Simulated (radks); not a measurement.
Results of a calculation; reference values are marked as such.
Coulomb parameter of the 4f shell of the dysprosium ion Dy2+ in the model configuration [Xe] 4f9 5d1, as a second difference U = [E(n + 1) + E(n - 1) - 2 E(n)] / (1)^2 with all orbitals relaxed. "Bare": the charge of the atom changes with n. "Screened": the 5d shell takes up the change at fixed total charge, which measures U(4f,4f) + U(5d,5d) - 2 U(4f,5d). Level of theory: scalar-relativistic Kohn-Sham, PBEsol, spin-unpolarised, spherical densities, point nucleus (a radial shooting solver on a logarithmic mesh with Libxc functionals).

case         configuration  E - E(n) (eV)
start         [Xe] 4f9 5d1          0.000
bare +1      [Xe] 4f10 5d1        -15.281
bare -1       [Xe] 4f8 5d1         32.451
screened +1      [Xe] 4f10         -5.831
screened -1   [Xe] 4f8 5d2         10.814

U(bare) = 17.171 eV, U(screened by 5d) = 4.984 eV, against the Slater integral F0(4f,4f) = 31.296 eV with frozen orbitals.
